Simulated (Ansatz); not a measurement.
Geometry optimisation, RKS PBE-D4/cc-pVDZ (Ansatz).

The input (input.yaml):

```yaml
crystal:
  periodic: [false, false, false]
  atoms:
    - { symbol: Al, position_ang: [0.022388, -0.537383, -0.402698] }
    - { symbol: H, position_ang: [0.010552, -0.021259, 2.301928] }
    - { symbol: F, position_ang: [1.471975, 0.214105, -0.827828] }
    - { symbol: F, position_ang: [-1.455725, 0.170079, -0.807105] }
    - { symbol: F, position_ang: [0.052783, -2.047572, 0.35996] }
    - { symbol: H, position_ang: [0.025827, -0.67647, 1.987743] }
basis:
  gaussian: { orbitals: cc-pVDZ }
hamiltonian:
  xc: pbe
  dispersion: d4
relax:
  f_tol: 0.03
  max_steps: 50
```

Launched with:

```bash
$ ansatz run input.yaml --threads 1 --pin off --max-ram 2048MiB --backend cpu --events-out ev --progress --plain --runs-dir out
```

Problem. Where does it end, and by what steps?

Solution. The forces met the threshold. After 8 steps the energy has fallen by 0.174 eV; H2 moved furthest, 0.50 Å.

```csv
step,energy less start (eV),largest force component (eV/Å),accepted
0,0.0000,1.735,yes
1,0.0245,1.259,no
2,-0.0647,0.633,yes
3,-0.1024,0.381,yes
4,-0.1397,0.414,yes
5,-0.1608,0.305,yes
6,-0.1705,0.243,yes
7,-0.1742,0.031,yes
8,-0.1743,0.002,yes
```

```xyz
6
Properties=species:S:1:pos:R:3
Al 0.022 -0.601 -0.224
H 0.013 0.173 1.840
F 1.465 0.219 -0.542
F -1.452 0.168 -0.535
F 0.052 -2.260 0.117
H 0.027 -0.598 1.956
```

Whether the end is a true minimum wasn't checked by a vibrational analysis.

The run took 17 s on 1 thread of Arm Neoverse V1, on a shared host, peak memory 0.12 GiB.
